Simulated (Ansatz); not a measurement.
Basis sets compared for the cluster AlCu₃⁻. The state is a doublet with charge -1. Geometry PBE-D4/def2-SVPD. Ansatz on 4 threads of AMD EPYC 7B13 on a shared host; times are rough, and most runs start from earlier orbitals.

Cartesian coordinates in Å:
```
Al 1.167 -0.436 -0.802
Cu 0.233 0.220 1.396
Cu -0.999 -1.147 -0.049
Cu -0.401 1.363 -0.546
```

At PBE-D4/def2-SVPD, PBE-D4/def2-TZVPD the highest occupied level of the charge -1 doublet lies above zero (up to 0.21 eV). By energy differences its removal costs 1.79 eV (vertical, to the charge 0 triplet, at PBE0-D4/def2-TZVPD). The structure comes from a short search, and lower isomers may exist.

```tsv
level	functions	energy (Eh)	HOMO (eV)	LUMO (eV)	wall time
PBE-D4/def2-SVPD	126	-5162.4466	0.21	0.53	3 s
PBE0-D4/def2-SVPD	126	-5162.4474	-0.27	1.33	4.6 s
```

Problem. Estimate the rows for PBE-D4/def2-TZVPD, PBE0-D4/def2-TZVPD.

Solution. 
| level | functions | energy (Eh) | HOMO (eV) | LUMO (eV) | wall time |
| --- | --- | --- | --- | --- | --- |
| PBE-D4/def2-TZVPD | 187 | -5163.2736 | 0.09 | 0.42 | 4.5 s |
| PBE0-D4/def2-TZVPD | 187 | -5163.2483 | -0.39 | 1.24 | 8.5 s |
